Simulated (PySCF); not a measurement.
The vertical singlet excitations below were computed for one of the candidates. Computed with TDDFT wB97X-D/def2-SVPD, vertical, gas phase, core orbitals frozen in the response in PySCF 2.14.0, density-fitted response routines. Geometries: PBE0-D3(BJ)/def2-SVP, one conformer each.

```csv
state,E (eV),f
S1,3.34,0.022
S2,5.22,0.429
S3,5.71,0.0001
S4,6.25,0.0015
S5,6.29,0.0001
S6,6.35,0.040
```

Orbital energies (eV): HOMO-3 -10.82, HOMO-2 -10.76, HOMO-1 -9.74, HOMO -8.59, LUMO -0.96, LUMO+1 1.46, LUMO+2 1.67.

**Question.** Which candidate is it? All have the formula C7H5Cl3.
A. `C#C[C@H]1CC=C1C(Cl)(Cl)Cl`
B. `C=C1C=C(C(Cl)Cl)C=C1Cl`
C. `C=C1C=CC(C(Cl)(Cl)Cl)=C1`

**Answer.** B. Its S1, at 3.34 eV, is the lowest among the candidates; the nearest of the others has S1 at 3.63 eV. S1 is HOMO→LUMO (99%). Löwdin shares by element: HOMO carbon 57% or more, chlorine 17% or more (atoms not listed hold the other 25%); LUMO carbon 63% or more (atoms not listed hold the other 37%). At the same level the other candidates give, for their lowest levels:
- `C=C1C=CC(C(Cl)(Cl)Cl)=C1`: 3.63 eV (f 0.008); 5.23 eV (f 0.476); 5.93 eV (f 0.001); 6.27 eV (f 0.392); 6.29 eV (f 0.000); HOMO -8.80, LUMO -0.79 eV
- `C#C[C@H]1CC=C1C(Cl)(Cl)Cl`: 6.25 eV (f 0.068); 6.34 eV (f 0.094); 6.36 eV (f 0.034); 6.42 eV (f 0.002); 6.47 eV (f 0.003); HOMO -9.66, LUMO 0.57 eV

The values belong to the conformer `[CH2:1]=[C:2]1[CH:3]=[C:4]([CH:5]([Cl:6])[Cl:7])[CH:8]=[C:9]1[Cl:10]`: C3–C4–C5–Cl6 118°.
